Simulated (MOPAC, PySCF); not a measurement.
H3In, SMILES `[InH3]`, neutral singlet in the gas phase. 

Cartesian coordinates (Å):
SMILES: [InH3]
```xyz
4

In     0.0000     0.0000     0.0001
H     -1.4080    -0.9953     0.0298
H     -0.1580     1.7172    -0.0081
H      1.5660    -0.7219    -0.0218
```
Charge 0, multiplicity 1.

All levels are single points at this geometry (PBE0-D3(BJ)/def2-TZVP); Pople sets use spherical d functions. Orbital energies aren't observables, and empty levels follow the basis.

PM6 in MOPAC gives dipole (D) = 0.00.

Problem. Estimate the dipole (D) from each of these levels: TPSSh-D3(BJ)/def2-TZVP in PySCF; B3LYP/6-31G* (LANL2DZ on In) in PySCF; B3LYP/LANL2DZ in PySCF; BP86/6-31G* (LANL2DZ on In) in PySCF; PM7 in MOPAC.

Solution. 
| level | dipole (D) |
|---|---|
| TPSSh-D3(BJ)/def2-TZVP in PySCF | 0.00 |
| B3LYP/6-31G* (LANL2DZ on In) in PySCF | 0.00 |
| B3LYP/LANL2DZ in PySCF | 0.00 |
| BP86/6-31G* (LANL2DZ on In) in PySCF | 0.00 |
| PM7 in MOPAC | 0.00 |
